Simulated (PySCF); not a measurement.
Al(OH)2 (AlH₂O₂), SMILES [OH][Al][OH], multiplicity 2. Atoms are numbered in the order given.

```xyz
5

Al     0.0000     0.0000     0.5124
O      0.0000    -1.5347    -0.2629
H      0.0000    -1.6365    -1.2269
O      0.0000     1.5347    -0.2629
H      0.0000     1.6365    -1.2269
```
Charge 0, spin multiplicity 2.

The structure is a stationary point at PBE-D3(BJ)/def2-TZVP. The spin state was assumed, not searched. The isomer is the one that the SMILES or the coordinates give; other isomers of the formula were not compared. One conformer was computed; it need not be the lowest.

Computed with PySCF with PBE/pcH-1.

Unrestricted Kohn–Sham, ⟨S²⟩ = 0.752. Hyperfine tensors hold the contact and dipolar terms, without spin-orbit corrections.

Computed hyperfine couplings:
| nucleus | A(iso) (MHz) | A(iso) (G) | dipolar principal values (MHz) |
|---|---|---|---|
| 27Al no. 1 | 1415.4 | 505.0 | -43.2, -38.0, 81.1 |
| 17O no. 2 | -109.4 | -39.0 | -15.2, 5.2, 10.0 |
| 1H no. 3 | 31.1 | 11.1 | -3.7, -1.8, 5.5 |
| 17O no. 4 | -109.4 | -39.0 | -15.2, 5.2, 10.0 |
| 1H no. 5 | 31.1 | 11.1 | -3.7, -1.8, 5.5 |

Problem. And the g tensor (effective nuclear charges for spin-orbit coupling, GIAO)? (An estimate is asked for; the answer gives what the named calculation found.)

Solution. principal values 1.9992, 2.0011, 2.0014; isotropic 2.0006.
